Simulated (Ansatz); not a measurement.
Input for Ansatz (an electronic-structure program): U-wB97X-V/cc-pVTZ on CH5B (SMILES BC), a point of a bond scan (R = 1.396 Å).

Ansatz 0.2 input:
```yaml
crystal:
  periodic: [false, false, false]
  atoms:
    - {symbol: B, position_ang: [0.71249447, 0.06466583, 0.00612014]}
    - {symbol: C, position_ang: [-0.67657042, -0.06721329, -0.04119711]}
    - {symbol: H, position_ang: [1.41129476, -0.87924507, 0.22326202]}
    - {symbol: H, position_ang: [1.23137488, 1.13440968, -0.10724403]}
    - {symbol: H, position_ang: [-0.99453933, 0.07635016, 1.00657842]}
    - {symbol: H, position_ang: [-1.03720483, -1.05649979, -0.32706514]}
    - {symbol: H, position_ang: [-1.19435906, 0.70236295, -0.61575156]}
basis:
  gaussian:
    orbitals: cc-pVTZ
hamiltonian:
  xc: {name: wB97X-V}
magnetization: {spin_polarized: true, initial_magnetization: 0}
```

Program output:

```
WARN ansatz: RAYON_NUM_THREADS=2 ignored (pool sized by the plan → 2); use --threads N
Functional definition: wB97X-V
integrals: 0.04 GiB planned
676 factors; their error is unknown
integrals: 0.07 GiB planned
183 factors; integrals over basis functions are off by at most 1.3e-5 eV
mean field: 0.61 GiB planned
mean field evaluation 1: about -1791.3159 eV, gradient 2.5e1 eV
mean field evaluation 2: about -1792.8101 eV, gradient 1.6e1 eV
mean field evaluation 4: about -1793.9409 eV, gradient 1.8e-1 eV
mean field evaluation 8: about -1793.9356 eV, gradient 2.5e-2 eV
mean field -1793.93557258 eV, -65.9259163193 hartree, gradient 5.0e-5 eV, S^2 0.000000; 0 other end points of the search recorded, 0 dependent functions left out
reference -1793.93557091 eV, -65.9259162576 hartree; 8, 8 occupied and 122, 122 virtual orbitals, 676 factors
Total energy: -1793.93557091 eV, -65.9259162576 hartree
```

Self-consistency was reached.

Cost: around 8 core-seconds (rough).
